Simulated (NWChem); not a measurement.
Species: AgH₃O; SMILES [AgH]<-[OH2]

All runs: NWChem. All runs use the structure optimised with PBE-D3(BJ)/def2-SVP. def2 effective core potentials on Ag; no spin-orbit coupling. Static field.

```
level                                              isotropic polarisability (bohr³)  anisotropy (bohr³)
-------------------------------------------------  --------------------------------  ------------------
PBE/def2-SVPD                                                                  50.1                16.0
B3LYP/def2-SVPD                                                                47.4                13.3
LC-BLYP (range parameter 0.33 per bohr)/def2-SVPD                              46.2                10.0
CAM-B3LYP/def2-SVPD                                                               …                10.3
```

Q: What belongs in the gaps?

A: 
- CAM-B3LYP/def2-SVPD, isotropic polarisability (bohr³): 45.7
